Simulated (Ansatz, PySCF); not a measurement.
CH4OZn, SMILES [CH3][Zn][OH]. Atoms are numbered in the order given.

```xyz
7

Zn     0.0012    -0.0342     0.0231
C     -0.1799     1.6766    -0.8296
H     -0.9363     2.2805    -0.3242
H     -0.4808     1.5545    -1.8720
H      0.7658     2.2216    -0.8057
O      0.2259    -1.6604     0.7113
H     -0.1130    -1.8080     1.5950
```

The structure is a stationary point at PBE0-D3(BJ)/def2-TZVP. The isomer is the one that the SMILES or the coordinates give; other isomers of the formula were not compared. Other conformers were not sampled.

Vertical ionisation energy (IE) and electron affinity (EA) in eV. Rows of orbital energies are one-electron estimates. Where ΔSCF, EOM or ADC give a negative EA the extra electron is unbound and the value depends on the basis.

```tsv
level	IE	EA
−ε(HOMO), −ε(LUMO), CAM-B3LYP/def2-TZVPD (PySCF)	9.60	-0.11
−ε(HOMO), −ε(LUMO), PBE/def2-TZVPD (PySCF)	6.45	1.26
ΔSCF, PBE0/def2-SVPD (Ansatz), final states of multiplicity 2 and 2	10.37	-0.86
ΔSCF, PBE/def2-SVPD (Ansatz), final states of multiplicity 2 and 2	(withheld)	(withheld)
```

Q: What belongs in the gaps? (An estimate is asked for; the answer gives what the named calculation found.)

A: 
- ΔSCF, PBE/def2-SVPD (Ansatz, a program for electronic structure), final states of multiplicity 2 and 2, IE: 10.15
- ΔSCF, PBE/def2-SVPD (Ansatz), final states of multiplicity 2 and 2, EA: -0.77

Q: What vertical singlet–triplet gap does ΔSCF give with PBE0/def2-SVPD (Ansatz) and with PBE/def2-SVPD (Ansatz)? (The exact figures need the calculation; the answer reports its results.)

A: 5.83 and 5.50 eV (triplet above singlet where positive).
